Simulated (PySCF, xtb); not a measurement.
C2H4BF2N, SMILES C/N=C/B(F)F. The values are those of a single conformer.

Harmonic wavenumbers (cm⁻¹) from GFN2-xTB in xtb at its own minimum, in rising order: 69, 129, 156, 208, 345, 386, 525, 536, 806, 887, 1036, 1070, 1142, 1248, 1315, 1346, 1375, 1439, 1456, 1698, 2791, 2890, 2985, 3003.

Problem. What does PBE-D3(BJ)/def2-SVP run with PySCF give at its own minimum? (Estimate from the structure and the level; the computed values follow.)

Solution. 78, 145, 182, 224, 355, 401, 562, 623, 818, 910, 1002, 1084, 1110, 1236, 1340, 1368, 1390, 1408, 1417, 1677, 2869, 2893, 3011, 3030. Paired by order, the mean absolute difference is 26 cm⁻¹ and the zero-point energies are 41.2 and 41.6 kcal/mol.
